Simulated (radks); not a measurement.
The numbers below are computed, except where a source is named.
Question: Species: Tl II. Configuration: [Xe] 4f14 5d9 6s2 6p1 (not the ground configuration). Code: a radial shooting solver on a logarithmic mesh with Libxc functionals. Model: Dirac Kohn-Sham, PBE, spin-unpolarised, spherical densities, point nucleus; open shells fill j = l - 1/2 first. Some entries of the table are withheld. Estimate them.

orbital  occ.  eigenvalue (hartree)  r(max) (bohr)
1s1/2       2             -3142.179        0.01002
2s1/2       2             -559.3562        0.05834
2p1/2       2             -536.8493        0.04279
2p3/2       4             -460.9253        0.05039
3s1/2       2             -133.8516         0.1642
3p1/2       2                   (1)            (2)
3p3/2       4                   (3)            (4)
3d3/2       4             -90.18103         0.1309
3d5/2       6             -86.57714         0.1351
4s1/2       2             -30.23479            (5)
4p1/2       2             -25.87529            (6)
4p3/2       4             -21.77140            (7)
4d3/2       4             -14.66947            (8)
4d5/2       6             -13.90400            (9)
5s1/2       2              -5.25721         0.8084
4f5/2       6              -4.73687         0.3558
4f7/2       8              -4.56780         0.3603
5p1/2       2                  (10)         0.8495
5p3/2       4                  (11)         0.9268
5d3/2       4              -1.03566          1.087
5d5/2       5              -0.95019          1.120
6s1/2       2              -0.67530          2.000
6p1/2       1              -0.39547          2.379
6p3/2       0              -0.33247          2.666

Answer: 
(1) 3p1/2 eigenvalue (hartree): -123.7253
(2) 3p1/2 r(max) (bohr): 0.1530
(3) 3p3/2 eigenvalue (hartree): -106.8453
(4) 3p3/2 r(max) (bohr): 0.1684
(5) 4s1/2 r(max) (bohr): 0.3694
(6) 4p1/2 r(max) (bohr): 0.3672
(7) 4p3/2 r(max) (bohr): 0.3985
(8) 4d3/2 r(max) (bohr): 0.3903
(9) 4d5/2 r(max) (bohr): 0.3998
(10) 5p1/2 eigenvalue (hartree): -3.79151
(11) 5p3/2 eigenvalue (hartree): -3.04178
